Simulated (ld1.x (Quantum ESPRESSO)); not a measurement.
## An all-electron radial function and its pseudo partner (titanium)

Columns: radius, all-electron u(r) and pseudo u(r) of the 3p shell (level -35.70 eV) of titanium in the configuration [Ne] 3s2 3p6 3d3 4s1 4p0; PBE, scalar-relativistic, ultrasoft scheme, ld1.x (Quantum ESPRESSO) 7.5.

```json
{"r (bohr)": "0.115", "all-electron": "0.4424", "pseudo": "-0.0184"}
{"r (bohr)": "0.230", "all-electron": "0.4574", "pseudo": "-0.0717"}
{"r (bohr)": "0.345", "all-electron": "0.0910", "pseudo": "-0.1542"}
{"r (bohr)": "0.460", "all-electron": "-0.3346", "pseudo": "-0.2571"}
{"r (bohr)": "0.575", "all-electron": "-0.6735", "pseudo": "-0.3699"}
{"r (bohr)": "0.690", "all-electron": "-0.8918", "pseudo": "-0.4812"}
{"r (bohr)": "0.805", "all-electron": "-1.0004", "pseudo": "-0.5802"}
{"r (bohr)": "0.920", "all-electron": "-1.0255", "pseudo": "-0.6583"}
{"r (bohr)": "1.035", "all-electron": "-0.9944", "pseudo": "-0.7093"}
{"r (bohr)": "1.150", "all-electron": "-0.9294", "pseudo": "-0.7304"}
{"r (bohr)": "1.265", "all-electron": "-0.8468", "pseudo": "-0.7227"}
{"r (bohr)": "1.380", "all-electron": "-0.7575", "pseudo": "-0.6896"}
{"r (bohr)": "1.495", "all-electron": "-0.6684", "pseudo": "-0.6371"}
{"r (bohr)": "1.610", "all-electron": "-0.5838", "pseudo": "-0.5727"}
{"r (bohr)": "1.725", "all-electron": "-0.5059", "pseudo": "-0.5034"}
{"r (bohr)": "1.840", "all-electron": "-0.4357", "pseudo": "-0.4356"}
{"r (bohr)": "1.955", "all-electron": "-0.3734", "pseudo": "-0.3735"}
{"r (bohr)": "2.070", "all-electron": "-0.3189", "pseudo": "-0.3189"}
{"r (bohr)": "2.185", "all-electron": "-0.2713", "pseudo": "-0.2713"}
{"r (bohr)": "2.300", "all-electron": "-0.2303", "pseudo": "-0.2303"}
{"r (bohr)": "2.415", "all-electron": "-0.1951", "pseudo": "-0.1951"}
{"r (bohr)": "2.530", "all-electron": "-0.1650", "pseudo": "-0.1650"}
{"r (bohr)": "2.645", "all-electron": "-0.1393", "pseudo": "-0.1393"}
{"r (bohr)": "2.760", "all-electron": "-0.1175", "pseudo": "-0.1175"}
{"r (bohr)": "2.875", "all-electron": "-0.0990", "pseudo": "-0.0990"}
{"r (bohr)": "2.990", "all-electron": "-0.0833", "pseudo": "-0.0833"}
```

Task: How many radial nodes do the two functions have?

Result: The all-electron 3p function has n − l − 1 = 1; the pseudo-wave has 0, since the states of the same l below it are removed with the core.

Task: At about which radius was the pseudo-wave matched?

Result: 2.05 bohr. The columns agree to 0.0005 from 1.84 bohr on; several derivatives are matched, so the curves merge somewhat inside the radius.

Task: Is the pseudo-wave norm-conserving?

Result: No, it belongs to an ultrasoft set: the norm inside the radius is not constrained, and the difference is carried by the augmentation charge.
